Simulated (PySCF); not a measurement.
**Pb (lead, neutral) across methods**

[Xe] 4f14 5d10 6s2 6p2, high-spin 3P determinant. All numbers are calculated (PySCF 2.14, the spin-free X2C one-electron Hamiltonian (Gaussian nucleus), in aug-cc-pVTZ-DK3).

| method | E (hartree) | mean ε 6s α (eV) | mean ε 6s β (eV) | mean ε 6p α (eV) | Σ⟨r²⟩ (bohr²) | ⟨S²⟩ |
| --- | --- | --- | --- | --- | --- | --- |
| BLYP | -20885.23 | -12.104 | -11.367 | -3.693 | 74.15 | 2.001 |
| LDA | -20871.42 | -12.529 | -11.696 | -4.012 | 73.39 | 2.001 |
| PBE0 | -20883.82 | -13.657 | -12.152 | -4.799 | 73.21 | 2.003 |
| UHF | -20877.91691 | -16.947 | -13.688 | -6.949 | 73.86 | 2.011 |
| PBE | -20884.13 | -12.282 | -11.310 | -3.922 | 73.76 | 2.002 |
| r2SCAN | -20884.06 | -12.747 | -11.405 | -4.197 | 72.93 | 2.005 |
| TPSS | -20883.27 | -12.329 | -11.170 | -3.947 | 73.44 | 2.002 |

Spin-orbit coupling is strong in this species (close to jj coupling), so the high-spin LS determinant is a model state, not a physical level.
